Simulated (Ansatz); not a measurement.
Mulliken charges of `Cl[SiH]N[SiH2]Cl` radical from PBE/def2-TZVPP in Ansatz (PBE0-D4/def2-TZVP geometry).

```
atom   x (Å)   y (Å)   z (Å)  charge (e)
 Cl1  -2.429  -1.533   0.452      -0.207
 Si2  -0.836  -0.638   1.414       0.279
  N3   0.433  -0.276   0.307      -0.249
 Si4   0.382   0.809  -1.024       0.399
 Cl5   1.403   2.551  -0.627      -0.226
  H6  -0.287  -1.609   2.403      -0.043
  H7   1.334  -0.672   0.543       0.141
  H8   1.036   0.218  -2.211      -0.052
  H9  -1.036   1.150  -1.257      -0.042
```

Q: By hand: the dipole of these point charges (1 e Å = 4.8032 D).

A: Σ q r = (0.187, -0.131, 0.099) e Å, of length 0.249 e Å = 1.20 D.

Q: How does the dipole of the full density compare? (An estimate is asked.)

A: Ansatz gave: (0.265, -0.190, 0.054) e Å, 1.59 D; the point charges give 0.75 times that, at 14° from its direction.

Point charges leave out the atoms' own dipoles, such as those of lone pairs, and Mulliken's split depends on the basis, so the two needn't agree.
